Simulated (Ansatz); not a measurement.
def2 core potentials replace the inner electrons of Sn.

B3LYP has the VWN-RPA correlation part, as in Gaussian. 

# C2H5Cl3Sn, SMILES `C[CH2][Sn]([Cl])([Cl])[Cl]` (charge 0, multiplicity 1)

Level of theory: Ansatz (a quantum-chemistry and plane-wave program) with B3LYP-D3(BJ)/def2-TZVP // PBE0-D3(BJ)/def2-SVP.

The HOMO comes out as -8.50 eV. The dipole moment comes out as 3.92 D and the LUMO is -2.48 eV. The HOMO–LUMO gap is 6.02 eV and the vertical ionisation energy (Delta-SCF) comes out as 10.36 eV. The total energy comes out as -1674.4857 Ha.

Bonded distances (Å): C1–C2 1.519, C1–H7 1.100, C1–H8 1.100, C1–H9 1.102, C2–Sn3 2.140, C2–H10 1.101, C2–H11 1.101, Sn3–Cl4 2.340, Sn3–Cl5 2.336, Sn3–Cl6 2.340. Bond angles (°): C2–C1–H7 111.7, C2–C1–H8 111.7, C2–C1–H9 110.4, H7–C1–H8 107.8, H7–C1–H9 107.6, H8–C1–H9 107.6, C1–C2–Sn3 111.2, C1–C2–H10 112.9, C1–C2–H11 112.9, Sn3–C2–H10 105.6, Sn3–C2–H11 105.6, H10–C2–H11 108.0, C2–Sn3–Cl4 110.7, C2–Sn3–Cl5 114.3, C2–Sn3–Cl6 110.7, Cl4–Sn3–Cl5 107.1, Cl4–Sn3–Cl6 106.6, Cl5–Sn3–Cl6 107.1.
